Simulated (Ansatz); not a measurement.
```yaml
crystal:
  periodic: [true, true, true]
  atoms:
    - {symbol: O, position_ang: [-1.057018, 0.671638, 0.755044]}
    - {symbol: C, position_ang: [-0.513843, -0.602905, 1.041125]}
    - {symbol: B, position_ang: [0.484882, 0.148014, 0.155538]}
    - {symbol: C, position_ang: [0.514497, -0.029966, -1.388344]}
    - {symbol: F, position_ang: [1.017922, 1.175261, -2.050384]}
    - {symbol: H, position_ang: [-0.908986, 1.263333, 1.479205]}
    - {symbol: H, position_ang: [-0.403954, -0.810565, 2.068771]}
    - {symbol: H, position_ang: [-1.230101, -1.442437, 0.551054]}
    - {symbol: H, position_ang: [1.318526, 0.735338, 0.779836]}
    - {symbol: H, position_ang: [1.206999, -0.833977, -1.610700]}
    - {symbol: H, position_ang: [-0.434680, -0.276112, -1.815490]}
basis:
  gaussian: {orbitals: ANO-RCC-VTZP, fitting: {mean_field: cc-pVTZ-jkfit}}
total_charge: -1
magnetization: {spin_polarized: true, initial_magnetization: 1}
hamiltonian: {xc: {name: rPW86-PBE}}
output: {forces: true}
```

```sh
$ ansatz run in.yaml --threads 4 --pin off --events-out ev --progress --plain --max-ram 10444MiB
```

It prints (some lines left out):

```
Error: YAML parse error: error: line 2 column 3: crystal: missing field `lattice` (a structure is typed as `lattice` and `atoms`, a molecule's as `atoms` in Å alone, or read from a run's directory, `checkpoint`)
 --> <input>:2:3
1 | crystal:
2 |   periodic: [true, true, true]
3 |   atoms:
4 |     - {symbol: O, position_ang: [-1.057018, 0.671638, 0.755044]}
```

(1) What is wrong with this run?

Answers

(1) The molecule is marked periodic without a cell. The program refused the input.
